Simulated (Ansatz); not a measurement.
Reaction (substitution at a C–Ge bond): `[OH][GeH]([F])[CH2]Cl` + HCl → `ClCCl` + `[OH][GeH2][F]`

Calculated with Ansatz (gas phase, PBE0-D4/def2-TZVP geometries, no zero-point term in ΔE). CBS: MP2 limit from def2 TZ/QZ plus the TZ coupled-cluster correction, frozen cores. This one scheme is used for every species. Functionals use def2-TZVPP. B3LYP here is the variant with VWN-RPA as its local correlation; programs differ in this. For Ge outer-core shells are correlated without core-valence functions, which leaves a few kJ/mol of doubt a bond. Scalar relativity is left out up to krypton. Each species was taken in one conformer, which may not be the lowest.

Problem. Is it downhill or uphill in electronic energy at CCSD(T)/CBS, and by how much? (Estimate.)

Solution. The calculation gave: Uphill: ΔE = +0.65 eV.

Problem. What do these levels give: ωB97M-V, PBE, B3LYP, MP2/def2-TZVPP, CCSD/def2-TZVPP, HF/def2-QZVPP? (Estimate.)

Solution. The calculation gave: ωB97M-V 0.61, PBE 0.51, B3LYP 0.53, MP2/def2-TZVPP 0.67, CCSD/def2-TZVPP 0.67, HF/def2-QZVPP 0.54 eV.

Largest T1 diagnostic among the species: 0.012.

In def2-TZVPP, CCSD(T) changes the Hartree–Fock value by +0.11 eV (the triples alone add −0.00 eV) and MP2 by +0.12 eV. From PBE to PBE0 (25 % exact exchange), in def2-TZVPP and without D4, ΔE moves by +0.04 eV.
